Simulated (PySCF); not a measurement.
arsine cation (AsH3), SMILES [AsH3] (connectivity only; charge and spin as stated), charge +1, multiplicity 2.

The structure is a stationary point at r2SCAN-D4/def2-TZVPD. The spin state was assumed, not searched.

Computed with PySCF 2.14.0 with TDA-PBE0/def2-TZVPD.

Vertical excitations; the highest root listed may be one member of a degenerate set. Gas-phase values at a fixed geometry.

Q: Estimate the UV-visible absorptions. (The exact figures need the calculation; the answer reports its results.)

A: 
```json
[
 {"state": "root 1", "energy (eV)": "5.23", "λ (nm)": "237", "f": "0.003", "main pairs": "β HOMO→LUMO (degenerate set)"},
 {"state": "root 2", "energy (eV)": "5.23", "λ (nm)": "237", "f": "0.003", "main pairs": "β HOMO−1→LUMO (degenerate set)"},
 {"state": "root 3", "energy (eV)": "6.84", "λ (nm)": "181", "f": "0.000", "main pairs": "α HOMO→LUMO 98 %"},
 {"state": "root 4", "energy (eV)": "7.45", "λ (nm)": "166", "f": "0.023", "main pairs": "α HOMO→LUMO+2 (degenerate set)"},
 {"state": "root 5", "energy (eV)": "7.45", "λ (nm)": "166", "f": "0.023", "main pairs": "α HOMO→LUMO+1 (degenerate set)"},
 {"state": "root 6", "energy (eV)": "9.29", "λ (nm)": "133", "f": "0.000", "main pairs": "α HOMO−2→LUMO, β HOMO−1→LUMO+1 (degenerate set)"},
 {"state": "root 7", "energy (eV)": "9.29", "λ (nm)": "133", "f": "0.000", "main pairs": "α HOMO−1→LUMO, β HOMO→LUMO+1 (degenerate set)"},
 {"state": "root 8", "energy (eV)": "9.82", "λ (nm)": "126", "f": "0.157", "main pairs": "α HOMO→LUMO+3 76 %, β HOMO−2→LUMO 6 %"},
 {"state": "root 9", "energy (eV)": "9.88", "λ (nm)": "125", "f": "0.051", "main pairs": "α HOMO−2→LUMO+1 22 %, α HOMO−1→LUMO+2 22 %, α HOMO→LUMO+3 19 %, β HOMO−1→LUMO+3 16 %, β HOMO→LUMO+2 16 %"},
 {"state": "root 10", "energy (eV)": "10.40", "λ (nm)": "119", "f": "0.020", "main pairs": "α HOMO→LUMO+4 83 %, β HOMO−1→LUMO+2 6 %, β HOMO→LUMO+3 6 %"}
]
```
Unrestricted roots are not spin-pure.
